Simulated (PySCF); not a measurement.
NICS in rings of unrelated molecules.

NICS = −σ at a ghost point: NICS(0) at the centroid of the ring atoms, NICS(1) 1 Å to either side along the normal of their mean plane, zz for the tensor component along that normal. Level: GIAO PBE0/pcSseg-1 (PySCF, non-relativistic, gas phase) on the PBE0-D3(BJ)/def2-SVP geometries, one conformer each. Atom numbers follow the mapped SMILES.

Question: Order these rings by mean NICS(1)zz, lowest (most negative) first (ppm).
A. ring C4–C5–C6–C8–C9 in `[OH:1][B:2]([OH:3])[C:4]1=[CH:5][C@@H:6]([F:7])[CH2:8][CH2:9]1`
B. ring B5–O6–C7–C8–O9 in `[F:1][C@@H:2]1[CH2:3][C@@H:4]1[B:5]1[O:6][CH2:7][CH2:8][O:9]1`
C. ring C3–P4–C5–P6–C7–P10 in `[CH:1]#[C:2][c:3]1[p:4][cH:5][p:6][c:7]([S:8][CH3:9])[p:10]1`
D. ring C5–C6–C7–C8–C9–C10 in `[CH3:1][P@:2](=[O:3])([OH:4])[c:5]1[cH:6][cH:7][cH:8][cH:9][cH:10]1`
E. ring C3–C4–C5–O6–C7 in `[CH:1]#[C:2][c:3]1[cH:4][cH:5][o:6][c:7]1[C@H:8]([CH3:9])[CH:10]([CH3:11])[CH3:12]`
F. ring B3–O4–C5–C7–C8–O9 in `[CH3:1][CH2:2][B@@H-:3]1[O:4][C:5]([F:6])=[CH:7][CH:8]=[O+:9]1`
G. ring C6–C7–C8 in `[F:1][C@@H:2]1[CH2:3][O:4][B:5]([CH:6]2[CH2:7][CH2:8]2)[O:9]1`

Answer: D (-28.6), G (-25.4), E (-23.9), C (-18.7), B (-4.4), A (-2.7), F (7.6).

```
                  SMILES                                                             ring  NICS(0)  NICS(1)  NICS(1)zz  HOMA  rms pucker (Å)  ring atoms with four or more neighbours
    C[P@](=O)(O)c1ccccc1                 6-membered carbocycle; formal bonds all aromatic     -8.7    -11.6      -28.6  0.98            0.00                                        0
    F[C@@H]1COB(C2CC2)O1                   3-membered carbocycle; formal bonds all single    -44.8     -8.4      -25.4     –            0.00                                        3
 C#Cc1ccoc1[C@H](C)C(C)C                5-membered ring with O; formal bonds all aromatic    -12.3     -9.9      -23.9  0.36            0.00                                        0
         C#Cc1pcpc(SC)p1              6-membered ring with 3 P; formal bonds all aromatic     -5.5     -8.5      -18.7  0.71            0.00                                        0
 F[C@@H]1C[C@@H]1B1OCCO1          5-membered ring with B and 2 O; formal bonds all single     -5.4     -2.3       -4.4     –            0.01                                        2
   OB(O)C1=C[C@@H](F)CC1           5-membered carbocycle; formal bonds 1 double, 4 single     -2.3     -3.9       -2.7     –            0.11                                        3
CC[B@@H-]1OC(F)=CC=[O+]1  6-membered ring with B and 2 O; formal bonds 2 double, 4 single      3.3      1.4        7.6     –            0.01                                        1
```

NICS(0) gives another order. The isotropic NICS(1) gives another order. HOMA uses Krygowski's 1993 parameters; it is left out where a ring has a four-coordinate atom, a triple bond, no multiple bond or a kind of bond without parameters. NICS(1) and NICS(1)zz are means over the two faces.
